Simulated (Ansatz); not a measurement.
Ansatz results at the PBE0-D4/def2-TZVP geometry: size of the dipole moment (ωB97M-V/def2-TZVPP) 0.30 D; size of the dipole moment (B3LYP/def2-TZVPP) 0.30 D; zero-point energy (PBE0-D4/def2-TZVP) 10.0 kJ/mol.

**Question.** Which molecule gave them?
A. `[CH2][SiH3]`•
B. `S[B]Cl`•
C. `[O][In]([Cl])[Cl]`•
D. `O[SiH2]`•

**Answer.** C. The others give `S[B]Cl`•: 1.05, 1.06, 35.3; `[CH2][SiH3]`•: 0.71, 0.67, 123.1; `O[SiH2]`•: 1.37, 1.34, 75.7.

B3LYP here is the variant with VWN-RPA as its local correlation; programs differ in this.
